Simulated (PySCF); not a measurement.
Zn(NH2)(OSiH3) (H5NOSiZn), SMILES [NH2][Zn][O][SiH3]. The structure is a stationary point at PBE-D3(BJ)/def2-SVP. The structure was generated by enumeration; whether it is a known compound was not checked. Other conformers were not sampled.

Computed equilibrium geometry at PBE-D3(BJ)/def2-SVP (PySCF confirms it by a frequency run) as bond lengths and angles (one conformer of several):
Atoms: Zn1 N2 H3 H4 O5 Si6 H7 H8 H9. Bond lengths (Å): Zn1–N2 1.826, Zn1–O5 1.783, N2–H3 1.030, N2–H4 1.030, O5–Si6 1.659, Si6–H7 1.514, Si6–H8 1.514, Si6–H9 1.506. Bond angles (°): N2–Zn1–O5 169.9, Zn1–N2–H3 112.4, Zn1–N2–H4 112.4, H3–N2–H4 105.3, Zn1–O5–Si6 134.2, O5–Si6–H7 112.5, O5–Si6–H8 112.5, O5–Si6–H9 109.3, H7–Si6–H8 106.7, H7–Si6–H9 107.8, H8–Si6–H9 107.8.
